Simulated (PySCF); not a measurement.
Polarisability and C₆ of Sc (scandium, neutral)

[Ar] 3d1 4s2, 2D determinant. All numbers are calculated (PySCF 2.14, the non-relativistic Hamiltonian (point nucleus), in def2-TZVPPD). Coupled (time-dependent) response in atomic units; α is the mean over directions.

```
method  mean α (bohr³)         α xx, yy, zz  C₆ (like pair)   S(−4)
   PBE           124.7  121.2, 121.2, 131.8            1516    8709
  PBE0           130.4  126.1, 126.1, 138.9            1650    9059
M06-2X           178.2  157.1, 157.1, 220.5            1957  136000
```

S(−4) is the Cauchy moment in α(ω) = α(0) + S(−4) ω² + …

Reference α: 97 ± 10 bohr³ (recommended; Schwerdtfeger and Nagle, table of static dipole polarizabilities (2023 update)). Published C₆: 1383 (Chu and Dalgarno (2004); Tang, Norbeck and Certain (1976)).

α(iu) at PBE0:

```csv
u (hartree),α(iu) (bohr³)
0,130.4
0.0500,111.7
0.100,79.57
0.200,38.98
0.300,22.42
0.500,10.74
0.750,6.087
1.00,4.120
1.50,2.361
2.00,1.549
3.00,0.8101
5.00,0.3313
```

A single London oscillator, α(iu) = α/(1 + u²/ω²), gives C₆ = (3/4) ω α². Matching the computed C₆ needs ω = 4 × 1650 / (3 × 130.4²) = 0.129 hartree.

The components differ because the open shell of this determinant is not spherical; for a pure term their mean is the scalar polarisability.

⟨L²⟩ = 7.21 against 6 for a pure D term, so this real determinant mixes terms. ⟨S²⟩ = 1.10 against 0.75 shows spin contamination.
